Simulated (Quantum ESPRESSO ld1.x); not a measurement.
The mean radii <r> (bohr) of the occupied orbitals of an atom or ion are listed with their occupations. Calculated with ld1.x of Quantum ESPRESSO 7.5: Dirac Kohn-Sham, relativistic LDA (MacDonald-Vosko exchange, VWN5 correlation), spin-unpolarised, spherical densities, point nucleus.

| orbital | occ. | <r> |
|---|---|---|
| 1s1/2 | 2 | 0.1306 |
| 2s1/2 | 2 | 0.5904 |
| 2p1/2 | 0.333333 | 0.5235 |
| 2p3/2 | 0.666667 | 0.5248 |

Name the element and its charge. Open shells, if any, are shared by 2j + 1.

Answer. Z = 12, magnesium, charge +7: Mg7+ in [He] 2s2 2p1. The 1s radius gives Z: for a bare nucleus <r> = (2 gamma + 1)/(2Z) with gamma = sqrt(1 - (Z/c)^2), 0.1247 bohr for Z = 12, and screening makes it slightly larger (0.1306 here). The occupations add up to 5, and the charge is Z minus that.
